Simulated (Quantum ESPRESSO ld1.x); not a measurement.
All-electron atom: Bi2.8+ in 1s1.2 2s2 2p6 3s2 3p6 3d10 4s2 4p6 4d10 4f14 5s2 5p6 5d10 6s2 6p1 (fractional occupations, a model configuration). All-electron calculation, Dirac Kohn-Sham, LDA (Slater exchange, VWN5 correlation), spin-unpolarised, spherical densities, point nucleus; open shells fill j = l - 1/2 first. Program: ld1.x of Quantum ESPRESSO 7.5.

X-ray form factor f0, the Fourier transform of the density (f0(0) = 80.2):

| sin(theta)/lambda (1/angstrom) | f0 (electrons) |
|---|---|
| 0.05 | 79.395 |
| 0.1 | 77.149 |
| 0.15 | 73.886 |
| 0.2 | 70.088 |
| 0.25 | 66.146 |
| 0.3 | 62.302 |
| 0.4 | 55.309 |
| 0.5 | 49.368 |
| 0.6 | 44.372 |
| 0.8 | 36.500 |
| 1 | 30.414 |
| 1.25 | 24.408 |
| 1.5 | 19.969 |
| 2 | 14.883 |
